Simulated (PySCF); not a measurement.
NICS in one family of compounds.

NICS is the negative of the GIAO shielding at a point without a nucleus: at the ring centre (0) and 1 Å above and below it (1); zz is the component along the ring normal. Level: GIAO PBE0/pcSseg-1 (PySCF, non-relativistic, gas phase) on the GFN2-xTB geometries, one conformer each. Atom numbers follow the mapped SMILES.

Problem. Order these rings by mean NICS(1)zz, lowest (most negative) first (ppm).
A. ring C2–N3–N4–C5–N6 in `[Cl:1][c:2]1[n:3][n:4][cH:5][n:6]1[CH:7]1[CH2:8][CH2:9][CH2:10][CH2:11]1`
B. ring C2–N3–N4–C5–N6 in `[F:1][c:2]1[n:3][n:4][cH:5][n:6]1[CH:7]1[CH2:8][CH2:9]1`
C. ring C3–N4–N5–C6–N7 in `[CH3:1][CH2:2][c:3]1[n:4][n:5][cH:6][n:7]1[CH:8]1[CH2:9][CH2:10]1`
D. ring C3–N4–N5–C6–N7 in `[O:1]=[CH:2][c:3]1[n:4][n:5][cH:6][n:7]1[CH:8]1[CH2:9][CH2:10]1`

Solution. D (-29.8), C (-28.6), A (-27.2), B (-26.0).

| SMILES | ring | NICS(0) | NICS(1) | NICS(1)zz | HOMA | rms pucker (Å) | ring atoms with four or more neighbours |
| --- | --- | --- | --- | --- | --- | --- | --- |
| O=Cc1nncn1C1CC1 | 5-membered ring with 3 N; formal bonds all aromatic | -11.3 | -11.9 | -29.8 | 0.94 | 0.00 | 0 |
| CCc1nncn1C1CC1 | 5-membered ring with 3 N; formal bonds all aromatic | -11.3 | -11.2 | -28.6 | 0.87 | 0.00 | 0 |
| Clc1nncn1C1CCCC1 | 5-membered ring with 3 N; formal bonds all aromatic | -11.4 | -10.8 | -27.2 | 0.89 | 0.00 | 0 |
| Fc1nncn1C1CC1 | 5-membered ring with 3 N; formal bonds all aromatic | -11.9 | -10.2 | -26.0 | 0.87 | 0.00 | 0 |

NICS(0) gives another order. The isotropic NICS(1) gives the same order. Over the 4 rings with a HOMA value its correlation coefficient with NICS(1)zz is -0.72. HOMA uses Krygowski's 1993 parameters. NICS(1) and NICS(1)zz are means over the two faces.
